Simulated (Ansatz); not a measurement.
A run of Ansatz (development build ahead of 0.2.0) on triplet Be2Mg at this shape:

```xyz
3

Mg    0.0000    0.0000    0.0000
Be    0.0000    0.0000    4.3380
Be    0.0000    0.0000   -4.3380
```

Its results:

```
Converged                       : yes
Total energy                    : -229.28580 hartree
Spin squared of the determinant : 2.000
Stability test                  : minimum among restricted orbitals
```

Q: Which input gives this output? Name the method, the orbitals and the basis set, and write the input.

A: ωB97X (restricted open-shell) in pcseg-2.

```yaml
crystal:
  periodic: [false, false, false]
  atoms:
    - { symbol: Mg, position_ang: [0.0, 0.0, 0.0] }
    - { symbol: Be, position_ang: [0.0, 0.0, 4.338] }
    - { symbol: Be, position_ang: [0.0, 0.0, -4.338] }
basis:
  gaussian: { orbitals: pcseg-2 }
magnetization:
  initial_magnetization: 2
hamiltonian:
  xc: { name: wB97X }
```

Caution: stretched shape with no unrestricted run beside it, a lower state can exist; charge can spread falsely over distant fragments; other spin multiplicities may lie lower.
